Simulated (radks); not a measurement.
N IV, 4 electrons, occupied as [He] 2s1.75 3d0.25 (fractional occupations, a model configuration). Method: scalar-relativistic Kohn-Sham, PBEsol, spin-unpolarised, spherical densities, point nucleus; computed with a radial shooting solver on a logarithmic mesh with Libxc functionals.

Unscreened Slater integrals over Kohn-Sham orbitals (eV).

| integral | value |
|---|---|
| F0(3d,3d) | 9.1818 |
| F2(3d,3d) | 4.7118 |
| F4(3d,3d) | 3.0394 |
| F0(3d,2s) | 11.696 |
| G2(3d,2s) | 2.4552 |
| F0(3d,1s) | 12.074 |
| G2(3d,1s) | 0.026329 |
| F0(2s,2s) | 22.405 |
| F0(2s,1s) | 31.373 |
| G0(2s,1s) | 2.6872 |
| F0(1s,1s) | 111.90 |

Derived for the open shells (J is the average intra-shell exchange parameter used in DFT+U). 3d: Racah B = F2/49 - 5 F4/441 = 0.06170 eV, C = 35 F4/441 = 0.2412 eV, C/B = 3.91, F4/F2 = 0.645, J = (F2 + F4)/14 = 0.5537 eV.
